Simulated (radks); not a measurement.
The terbium ion Tb3+, 62 electrons, occupied as [Xe] 4f5.5 5d1.5 6s0.5 6p0.5 (fractional occupations, a model configuration).

Calculated with a radial shooting solver on a logarithmic mesh with Libxc functionals: scalar-relativistic Kohn-Sham, BLYP, spin-polarised, spherical densities, finite nucleus; open shells are filled with parallel spins first (spin-orbit coupling, left out, can overturn this in heavy ions); Fermi nuclear charge, rms radius 5.06 fm.

Energy parts (eV):
| part | energy |
|---|---|
| total | -318530.92 |
| kinetic | 342816.94 |
| electron-nucleus | -774955.95 |
| Hartree | 120536.00 |
| exchange-correlation | -6927.91 |

Orbitals (lengths in bohr, moments of r in powers of bohr; <r^-3> diverges for s and p1/2; r(90%) holds 90 % of the orbital's charge):
[
 {"orbital": "1s up", "occ.": "1", "eigenvalue (eV)": "-51914.06", "<r^-3>": "-", "<1/r>": "73.09", "<r>": "0.02151", "r(90%)": "0.0389"},
 {"orbital": "1s down", "occ.": "1", "eigenvalue (eV)": "-51914.05", "<r^-3>": "-", "<1/r>": "73.09", "<r>": "0.02151", "r(90%)": "0.0389"},
 {"orbital": "2s up", "occ.": "1", "eigenvalue (eV)": "-8655.368", "<r^-3>": "-", "<1/r>": "16.97", "<r>": "0.09151", "r(90%)": "0.142"},
 {"orbital": "2s down", "occ.": "1", "eigenvalue (eV)": "-8655.206", "<r^-3>": "-", "<1/r>": "16.97", "<r>": "0.09151", "r(90%)": "0.142"},
 {"orbital": "2p up", "occ.": "3", "eigenvalue (eV)": "-7698.339", "<r^-3>": "12100", "<1/r>": "15.80", "<r>": "0.08089", "r(90%)": "0.132"},
 {"orbital": "2p down", "occ.": "3", "eigenvalue (eV)": "-7698.212", "<r^-3>": "12100", "<1/r>": "15.80", "<r>": "0.08089", "r(90%)": "0.132"},
 {"orbital": "3s up", "occ.": "1", "eigenvalue (eV)": "-1969.860", "<r^-3>": "-", "<1/r>": "6.232", "<r>": "0.2395", "r(90%)": "0.351"},
 {"orbital": "3s down", "occ.": "1", "eigenvalue (eV)": "-1967.258", "<r^-3>": "-", "<1/r>": "6.238", "<r>": "0.2393", "r(90%)": "0.351"},
 {"orbital": "3p up", "occ.": "3", "eigenvalue (eV)": "-1674.704", "<r^-3>": "2552", "<1/r>": "5.850", "<r>": "0.2383", "r(90%)": "0.356"},
 {"orbital": "3p down", "occ.": "3", "eigenvalue (eV)": "-1672.110", "<r^-3>": "2558", "<1/r>": "5.856", "<r>": "0.2380", "r(90%)": "0.356"},
 {"orbital": "3d up", "occ.": "5", "eigenvalue (eV)": "-1289.332", "<r^-3>": "342.8", "<1/r>": "5.549", "<r>": "0.2168", "r(90%)": "0.338"},
 {"orbital": "3d down", "occ.": "5", "eigenvalue (eV)": "-1287.298", "<r^-3>": "343.6", "<1/r>": "5.555", "<r>": "0.2165", "r(90%)": "0.337"},
 {"orbital": "4s up", "occ.": "1", "eigenvalue (eV)": "-439.6334", "<r^-3>": "-", "<1/r>": "2.646", "<r>": "0.5382", "r(90%)": "0.772"},
 {"orbital": "4s down", "occ.": "1", "eigenvalue (eV)": "-433.8369", "<r^-3>": "-", "<1/r>": "2.644", "<r>": "0.5385", "r(90%)": "0.772"},
 {"orbital": "4p up", "occ.": "3", "eigenvalue (eV)": "-341.6592", "<r^-3>": "583.4", "<1/r>": "2.436", "<r>": "0.5684", "r(90%)": "0.825"},
 {"orbital": "4p down", "occ.": "3", "eigenvalue (eV)": "-335.9727", "<r^-3>": "581.5", "<1/r>": "2.433", "<r>": "0.5689", "r(90%)": "0.826"},
 {"orbital": "4d up", "occ.": "5", "eigenvalue (eV)": "-207.0257", "<r^-3>": "66.66", "<1/r>": "2.163", "<r>": "0.6118", "r(90%)": "0.915"},
 {"orbital": "4d down", "occ.": "5", "eigenvalue (eV)": "-201.4727", "<r^-3>": "66.28", "<1/r>": "2.158", "<r>": "0.6131", "r(90%)": "0.918"},
 {"orbital": "4f up", "occ.": "5.5", "eigenvalue (eV)": "-59.2799", "<r^-3>": "10.41", "<1/r>": "1.710", "<r>": "0.7316", "r(90%)": "1.20"},
 {"orbital": "4f down", "occ.": "0", "eigenvalue (eV)": "-54.0267", "<r^-3>": "10.22", "<1/r>": "1.692", "<r>": "0.7438", "r(90%)": "1.23"},
 {"orbital": "5s up", "occ.": "1", "eigenvalue (eV)": "-91.4040", "<r^-3>": "-", "<1/r>": "1.080", "<r>": "1.237", "r(90%)": "1.77"},
 {"orbital": "5s down", "occ.": "1", "eigenvalue (eV)": "-88.2788", "<r^-3>": "-", "<1/r>": "1.069", "<r>": "1.247", "r(90%)": "1.78"},
 {"orbital": "5p up", "occ.": "3", "eigenvalue (eV)": "-65.2353", "<r^-3>": "97.14", "<1/r>": "0.9372", "<r>": "1.405", "r(90%)": "2.03"},
 {"orbital": "5p down", "occ.": "3", "eigenvalue (eV)": "-62.5463", "<r^-3>": "94.02", "<1/r>": "0.9256", "<r>": "1.419", "r(90%)": "2.05"},
 {"orbital": "5d up", "occ.": "1.5", "eigenvalue (eV)": "-32.8425", "<r^-3>": "7.050", "<1/r>": "0.6875", "<r>": "1.876", "r(90%)": "2.80"},
 {"orbital": "5d down", "occ.": "0", "eigenvalue (eV)": "-30.8313", "<r^-3>": "6.695", "<1/r>": "0.6740", "<r>": "1.911", "r(90%)": "2.85"},
 {"orbital": "6s up", "occ.": "0.5", "eigenvalue (eV)": "-27.4263", "<r^-3>": "-", "<1/r>": "0.4533", "<r>": "2.831", "r(90%)": "3.99"},
 {"orbital": "6s down", "occ.": "0", "eigenvalue (eV)": "-25.9846", "<r^-3>": "-", "<1/r>": "0.4458", "<r>": "2.875", "r(90%)": "4.06"},
 {"orbital": "6p up", "occ.": "0.5", "eigenvalue (eV)": "-21.0521", "<r^-3>": "17.77", "<1/r>": "0.3877", "<r>": "3.301", "r(90%)": "4.67"}
]

The highest occupied level is 6p up at -21.052 eV. The configuration is held as typed, so some empty levels lie below it. Summed over all electrons, <r^2> = 45.46 bohr^2, which gives a Langevin (diamagnetic) susceptibility term of -36 x 10^-6 cm^3/mol.
